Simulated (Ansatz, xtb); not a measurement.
# Ranking isomers of C4H2FN3

3 gas-phase structures of C4H2FN3, from a drawn sample of its isomers (lower ones may exist). Each was relaxed with GFN2-xTB:

A. `C#Cc1[nH]nnc1F`, a singlet
B. `C#Cc1nn[nH]c1F`, a singlet
C. `C#Cc1n[nH]nc1F`, a singlet

Q: Which do you expect lowest at r2SCAN-D4/def2-SVP, and how would the others follow?

A: Calculated order at r2SCAN-D4/def2-SVP: C (0.000), A (0.168), B (0.419) eV.

Energies above the lowest of each column, in eV; the last columns are at B3LYP/def2-SVP geometries:

```
structure  GFN2-xTB  HF/STO-3G  r2SCAN-D4/def2-SVP  B3LYP/def2-SVP  CCSD(T)/def2-SVP + ΔMP2/def2-TZVPP
        C     0.000      0.000               0.000           0.000                               0.000
        A     0.069      0.116               0.168           0.176                               0.150
        B     0.206      0.110               0.419           0.388                               0.338
```

Every level run on C puts it lowest or level with the lowest. ΔMP2 is the change of the MP2 energy from the smaller to the larger basis.

Programs: Ansatz 0.2.0, xtb 6.7.1.
